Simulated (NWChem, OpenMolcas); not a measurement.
# How basis sets differ on SnHClOF2 (SMILES [OH][Sn]([F])([F])[Cl])

SnHClOF2 has 6 atoms, charge 0, and is taken as a singlet. As SMILES, `[OH][Sn]([F])([F])[Cl]`. Geometry: relaxed at PBE0-D4/def2-TZVP. This is one conformer, not always the lowest.

Each level gives the HOMO–LUMO gap (eV). The values are calculated.

| level | kind | program | value (eV) | CPU time |
| --- | --- | --- | --- | --- |
| HF/ANO-RCC-MB (DKH2) | Hartree–Fock | OpenMolcas | 14.15 | 14 s |
| HF/STO-3G | Hartree–Fock | OpenMolcas | 16.93 | 5.5 s |
| HF/3-21G | Hartree–Fock | NWChem | 14.81 | 13 s |
| HF/ANO-RCC-VDZ (DKH2, RICD fitting) | Hartree–Fock | OpenMolcas | 13.85 | 9.5 s |
| HF/def2-SVP (core potential) | Hartree–Fock | NWChem | 14.83 | 28 s |

All-electron rows without a relativistic Hamiltonian named are non-relativistic, while core potentials hold scalar relativity, so basis and relativity change together. The values span 13.85 to 16.93 eV. A Hartree–Fock LUMO above zero doesn't converge with the basis: it sinks as sets grow more diffuse. Orbital gaps aren't excitation energies. Times are those of the runs behind each value, whatever else they computed, on shared processors of several kinds: orders of magnitude only.
